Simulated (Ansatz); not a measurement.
Basis-set extrapolation for BCl$_{3}$H$_{3}$N, SMILES `[NH3+][B-](Cl)(Cl)Cl` (PBE0-D4/def2-TZVP geometry, frozen core, the Gaussian-basis code of Ansatz). Multiplicity 1, RHF reference.

|  | def2-TZVPP | def2-QZVPP |
| --- | --- | --- |
| HF | -1459.605856 | -1459.647394 |
| MP2 correlation | -0.908152 | -0.991012 |
| CCSD(T) correlation | -1.002507 | not run |

Energies in hartree. Use E(X) = E(∞) + A·exp(−7.88·√X) for Hartree–Fock and E(X) = E(∞) + B·X^(−2.97) for correlation, with X = 3 and 4, and add CCSD(T) minus MP2 of the smaller set to the MP2 limit.

**Question.** What is the CCSD(T) energy at the basis-set limit?

**Answer.** HF limit: -1459.647394 + (-0.041538) × 0.13774 = -1459.65312. MP2 limit: -0.991012 + (-0.082860) × 0.74074 = -1.05239. Higher-order term: -1.002507 − (-0.908152) = -0.09436. Total: -1460.79987 hartree, 502.8 kJ/mol below CCSD(T)/def2-TZVPP.
